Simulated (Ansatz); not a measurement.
```yaml
crystal:
  periodic: [false, false, false]
  atoms:
    - {symbol: B, position_ang: [-0.828703, 0.266843, -1.121981]}
    - {symbol: C, position_ang: [1.654545, 1.714913, -0.529982]}
    - {symbol: Te, position_ang: [2.377919, -2.302323, 0.388892]}
    - {symbol: C, position_ang: [-1.618990, -1.359457, 1.189833]}
    - {symbol: H, position_ang: [-1.608977, -0.071648, -3.212265]}
    - {symbol: H, position_ang: [2.815852, 2.461682, -2.049718]}
    - {symbol: H, position_ang: [1.910211, 2.718938, 1.243725]}
    - {symbol: H, position_ang: [-2.923882, -2.928835, 0.965760]}
    - {symbol: H, position_ang: [-1.610545, -0.587609, 3.093420]}
basis:
  gaussian: {orbitals: def2-TZVP, nuclear_model: gaussian, point_charges: [{charge: 2.00, position_ang: [4.903, 0.246, 0.738]}]}
hamiltonian: {xc: {name: LC-wPBE}}
output: {forces: true}
```

```sh
$ ansatz run in.yaml --threads 2 --pin off --events-out ev --progress --plain --max-ram 4352MiB
```

It prints (some lines left out):

```
Functional definition: LC-wPBE
  name "LC-wPBE"
  cite "Vydrov & Scuseria, J. Chem. Phys. 125, 234109 (2006) doi:10.1063/1.2409292"
  cite "Heyd & Scuseria, J. Chem. Phys. 120, 7274 (2004) doi:10.1063/1.1668634"
  cite "Ernzerhof & Perdew, J. Chem. Phys. 109, 3313 (1998) doi:10.1063/1.476928"
  cite "Perdew, Burke & Ernzerhof, Phys. Rev. Lett. 77, 3865 (1996) doi:10.1103/PhysRevLett.77.3865"
  parent pbe
  parameter omega = 0.4/bohr
  exchange = pbe_x_sr(omega) + exact_x_lr(omega)
  correlation = pbe_c
1135 factors; their error is unknown
378 factors; integrals over basis functions are off by at most 1.6e-4 eV
mean field evaluation 1: about -10051.0613 eV, gradient 6.6e1 eV
mean field evaluation 2: about -9563.6559 eV, gradient 2.4e2 eV
mean field evaluation 4: about -10024.6063 eV, gradient 9.3e1 eV
mean field evaluation 8: about -10092.0432 eV, gradient 1.2e0 eV
mean field evaluation 16: about -10091.9403 eV, gradient 1.8e-3 eV
mean field -10091.94030371 eV, -370.8719655986 hartree, gradient 4.9e-6 eV, S^2 0.000000; 4 other end points of the search recorded, 0 dependent functions left out
the calculation of the forces begins
reference -10091.94030372 eV, -370.8719655990 hartree; 23, 23 occupied and 150, 150 virtual orbitals, 1135 factors
Total energy: -10091.94030372 eV, -370.8719655990 hartree
Atom 0 at    -0.828703     0.266843    -1.121981 Å, force    -0.981142     0.044842    -2.419574 eV/Å
Atom 1 at     1.654545     1.714913    -0.529982 Å, force     2.209255     1.550822     0.505814 eV/Å
Atom 2 at     2.377919    -2.302323     0.388892 Å, force     1.188185     1.699970     0.193985 eV/Å
Atom 3 at    -1.618990    -1.359457     1.189833 Å, force    -1.663190    -1.303342     2.485232 eV/Å
Atom 4 at    -1.608977    -0.071648    -3.212265 Å, force     1.025871     0.283986     2.687969 eV/Å
Atom 5 at     2.815852     2.461682    -2.049718 Å, force    -1.988518    -0.972346     2.872209 eV/Å
Atom 6 at     1.910211     2.718938     1.243725 Å, force    -0.202834    -1.508857    -3.230923 eV/Å
Atom 7 at    -2.923882    -2.928835     0.965760 Å, force     2.294855     3.011826     0.686016 eV/Å
Atom 8 at    -1.610545    -0.587609     3.093420 Å, force    -0.279125    -1.618925    -3.497767 eV/Å
Dipole moment:    -2.026692    -0.544701    -0.026136 e Å
```

In this input the coordinates are in bohr but typed as ångström. The run converged. The result belongs to that input, not to the molecule as meant.
